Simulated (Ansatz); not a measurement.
`N[SiH](O)Br` → `[OH]`• + `N[SiH]Br`• at 600 K and 1 bar (homolysis of the O–Si bond).

Gas-phase electronic energies from Ansatz, PBE0-D4/def2-TZVP geometries. CBS: MP2 limit from def2 TZ/QZ plus the TZ coupled-cluster correction, frozen cores. This one scheme is used for every species. Open shells (•) are unrestricted, without spin–orbit coupling. For Br outer-core shells are correlated without core-valence functions, which leaves a few kJ/mol of doubt a bond. Scalar relativity is left out up to krypton. Each species was taken in one conformer, which may not be the lowest.

| species | CCSD(T)/CBS energy (Eh) | H − E (kJ/mol) | S (J/(mol·K)) |
| --- | --- | --- | --- |
| `N[SiH](O)Br` | -2994.82102 | 187.0 | 413.3 |
| `[OH]`• | -75.67771 | 39.9 | 204.4 |
| `N[SiH]Br`• | -2918.92746 | 132.9 | 377.8 |

H − E and S are ideal-gas, rigid-rotor, harmonic terms from PBE0-D4/def2-TZVP, for one conformer and one mirror image of each species, with the whole ground term of open shells counted as degenerate. 1 Eh = 2625.50 kJ/mol, R = 8.31446 J/(mol·K).

Task: By hand: ΔE, ΔH, ΔS and ΔG.

Result: ΔE = (-75.67771) + (-2918.92746) − (-2994.82102) = 0.21585 Eh = 566.7 kJ/mol. Δ(H − E) = 39.9 + 132.9 − 187.0 = -14.2, so ΔH = 552.5 kJ/mol. ΔS = 204.4 + 377.8 − 413.3 = 168.9 J/(mol·K). ΔG = 552.5 − 600 × (168.9)/1000 = 451.2 kJ/mol.

Task: By hand: the equilibrium constant, and the temperature at which ΔG would vanish if ΔH and ΔS stayed fixed.

Result: log₁₀ K = −ΔG/(RT ln 10) = -39.3. ΔG = 0 at ΔH/ΔS = 3271 K, far beyond where these terms or the molecules hold.

The number of gas molecules changes by +1, which sets the sign of ΔS. A doubt of 5 kJ/mol in ΔE shifts log₁₀ K by 0.4 here. Other conformers and mirror images would add mixing entropy, several J/(mol·K) or more a flexible species. These are equilibria of isolated gas molecules and say nothing of rates. Largest T1 diagnostic: 0.012 (customary marks: 0.02 for closed shells, 0.045 for open ones).
